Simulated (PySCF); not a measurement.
Isomers of C8H16S, one GFN2-xTB conformer each. Single-point energies are computed at PBE0/pcSseg-1 (PySCF, gas phase, no added dispersion term), electronic only.

| SMILES | GFN2-xTB relative energy (kcal/mol) |
| --- | --- |
| CCC[C@H]1CCCCS1 | 0.0 |
| CCSCCC1CCC1 | 20.0 |

Conformers: `[CH3:1][CH2:2][CH2:3][C@H:4]1[CH2:5][CH2:6][CH2:7][CH2:8][S:9]1` with C1–C2–C3–C4 180°, C2–C3–C4–C5 173°, C3–C4–C5–C6 -174°, C4–C5–C6–C7 -63°, C5–C6–C7–C8 61°, C6–C7–C8–S9 -63°; `[CH3:1][CH2:2][S:3][CH2:4][CH2:5][CH:6]1[CH2:7][CH2:8][CH2:9]1` with C1–C2–S3–C4 -66°, C2–S3–C4–C5 -64°, S3–C4–C5–C6 -59°, C4–C5–C6–C7 -176°, C5–C6–C7–C8 131°, C6–C7–C8–C9 -10°, C7–C8–C9–C6 10°, C5–C6–C9–C8 -130°.

What does PBE0/pcSseg-1 give for the same structures?

```json
{"SMILES": "CCC[C@H]1CCCCS1", "PBE0/pcSseg-1 E (Eh)": "-712.10809", "PBE0/pcSseg-1 (kcal/mol)": "0.0", "GFN2-xTB (kcal/mol)": "0.0", "point group": "C1"}
{"SMILES": "CCSCCC1CCC1", "PBE0/pcSseg-1 E (Eh)": "-712.06682", "PBE0/pcSseg-1 (kcal/mol)": "25.9", "GFN2-xTB (kcal/mol)": "20.0", "point group": "C1"}
```

Both levels put the same isomer lowest. As drawn, the higher has a four-membered ring, which the lower lacks.

Which frontier levels, dipoles and rotational constants go with these structures?

| SMILES | HOMO (eV, PBE0/pcSseg-1) | LUMO (eV) | dipole (D) | A, B, C (MHz) |
| --- | --- | --- | --- | --- |
| CCC[C@H]1CCCCS1 | -6.16 | 1.05 | 1.72 | 2894, 750.7, 635.6 |
| CCSCCC1CCC1 | -6.22 | 1.19 | 1.68 | 3083, 614.0, 585.6 |
